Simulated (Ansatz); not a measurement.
System: InCl, charge 0, singlet. InCl (SMILES [Cl][In]).
B3LYP-D3(BJ)/def2-TZVP minimum from Ansatz (a quantum-chemistry and plane-wave program):
```xyz
2

In     0.0000     0.0000    -0.6288
Cl     0.0000     0.0000     1.8123
```

Total energies in hartree (Ansatz). Open shells are spin-unrestricted; no spin-orbit coupling. Cores are frozen in correlated methods (noble-gas shells, and filled d and f shells in the p block). Past Kr the def2 sets carry scalar-relativistic core potentials. For partners of very few electrons the exact lower level stands in for a higher one. Spin-orbit terms, left out, reach several kcal/mol for Br and I, and more for heavier atoms.

```csv
species,HF/def2-TZVPP,CCSD(T)/def2-TZVPP,HF/def2-QZVPP,CCSD(T)/def2-QZVPP,CCSDT(Q)/def2-QZVPP
1: InCl (SMILES [Cl][In]),-648.81186,-649.07986,-648.82563,-649.11745,-649.11868
2: In (doublet),-189.21003,-189.25218,-189.21066,-189.25402,-189.25428
3: Cl (doublet),-459.47685,-459.66464,-459.48954,-459.69535,-459.69632
```

Problem. Work out the atomisation energy (electronic, to ground-state atoms) in kJ/mol: take Hartree-Fock from def2-QZVPP, extrapolate the CCSD(T) correlation energy as X^-3 (X = 3, 4), and add CCSDT(Q) - CCSD(T) in def2-QZVPP. 1 hartree = 2625.5 kJ/mol.

Solution. 
Species 1: correlation (64·(-0.29182) - 27·(-0.26800))/37 = -0.30920; step -0.00123; E1 = -648.82563 + (-0.30920) + (-0.00123) = -649.13606
Species 2: correlation (64·(-0.04336) - 27·(-0.04215))/37 = -0.04424; step -0.00026; E2 = -189.21066 + (-0.04424) + (-0.00026) = -189.25516
Species 3: correlation (64·(-0.20581) - 27·(-0.18779))/37 = -0.21896; step -0.00097; E3 = -459.48954 + (-0.21896) + (-0.00097) = -459.70947
-1·E1 +1·E2 +1·E3 = 0.17143 hartree = 450.1 kJ/mol.
